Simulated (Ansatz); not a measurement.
Ansatz (a program for electronic structure) input (CCSD(T)/cc-pV(D+d)Z):
A basis named .json is the Basis Set Exchange file of that set.

Ansatz 0.2 input:
```yaml
crystal:
  periodic: [false, false, false]
  atoms:
    - {symbol: Si, position_ang: [0.04663164, -0.02281572, -0.19362470]}
    - {symbol: C, position_ang: [1.63097857, -0.94417281, -0.13321859]}
    - {symbol: C, position_ang: [-1.47188882, -0.87602360, -0.75828865]}
    - {symbol: O, position_ang: [-0.31092106, 0.32935015, 1.62339536]}
    - {symbol: O, position_ang: [0.09180014, 1.53311775, -0.63018685]}
    - {symbol: H, position_ang: [1.51715520, -1.89120637, 0.39929621]}
    - {symbol: H, position_ang: [2.42227751, -0.36874645, 0.34967653]}
    - {symbol: H, position_ang: [1.95371611, -1.18327200, -1.15008775]}
    - {symbol: H, position_ang: [-1.36410311, -1.13255275, -1.81560871]}
    - {symbol: H, position_ang: [-2.35095587, -0.23705711, -0.66082189]}
    - {symbol: H, position_ang: [-1.64461099, -1.80815509, -0.21584108]}
    - {symbol: H, position_ang: [-0.72849961, -0.29279092, 2.23974158]}
    - {symbol: H, position_ang: [0.89117240, 2.00908981, -0.87496915]}
    - {symbol: H, position_ang: [-0.55056555, 1.24554647, 1.84273554]}
basis:
  gaussian:
    orbitals: cc-pV_D+d_Z.json
total_charge: 1
magnetization: {spin_polarized: false}
correlation: {method: ccsd_t, electrons: outside_noble_gas}
```

Output:

```
Functional definition: HF
integrals: 0.23 GiB planned
1162 factors; integrals over basis functions are off by at most 1.3e-3 eV
mean field: 0.63 GiB planned
mean field evaluation 1: about -14130.0046 eV, gradient 5.9e1 eV
mean field evaluation 2: about -14130.0915 eV, gradient 5.9e1 eV
mean field evaluation 4: about -14136.8295 eV, gradient 4.2e0 eV
mean field evaluation 8: about -14136.8923 eV, gradient 1.6e-4 eV
mean field evaluation 16: about -14136.7936 eV, gradient 2.3e-1 eV
mean field -14136.89225328 eV, -519.5212079782 hartree, gradient 6.8e-6 eV, S^2 0.000000; 0 other end points of the search recorded, 0 dependent functions left out
9 core orbitals not correlated
reference -14136.89225328 eV, -519.5212079782 hartree; 16, 16 occupied and 99, 99 virtual orbitals, 1162 factors
second order -20.77295798 eV of doubles, -0.00000000 eV of singles
coupled cluster: 0.74 GiB planned
cycle   1  -21.62325944 eV  change   -8.5e-1 eV  update   9.0e-2
cycle   2  -22.09928482 eV  change   -4.8e-1 eV  update   2.5e-2
cycle   3  -22.20199422 eV  change   -1.0e-1 eV  update   1.2e-2
cycle   4  -22.20088307 eV  change    1.1e-3 eV  update   2.6e-3
cycle   5  -22.20072291 eV  change    1.6e-4 eV  update   1.0e-3
cycle   6  -22.20093077 eV  change   -2.1e-4 eV  update   3.3e-4
cycle   7  -22.20081309 eV  change    1.2e-4 eV  update   1.3e-4
cycle   8  -22.20077827 eV  change    3.5e-5 eV  update   4.0e-5
perturbative correction -0.52386999 eV, -0.0192518671 hartree
Total energy: -14159.61690154 eV, -520.3563233984 hartree
```

It need not be the lowest isomer of its formula.
